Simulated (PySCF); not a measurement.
N-silylprop-2-yn-1-amine (C3H7NSi), SMILES C#CCN[SiH3].

The structure is a stationary point at PBE0-D3(BJ)/def2-SVP. The values are those of a single conformer.

The numbers are results of PySCF with PBE0/def2-TZVP, not measurements.

Gas-phase values at a fixed geometry.

Computed frontier levels, gap, dipole moment and polarisability:
| Item | Value |
|---|---|
| highest occupied level | -7.16 eV |
| lowest empty level | 0.20 eV |
| orbital gap | 7.37 eV |
| dipole moment | 0.81 D |
| quadrupole, principal values (traceless, Buckingham form, about the centre of nuclear charge) | -2.54, 0.77, 1.77 D·Å |
| mean static polarisability | 66.9 bohr³ (9.92 Å³) |
| polarisability, principal values | 54.1, 62.3, 84.3 bohr³ |
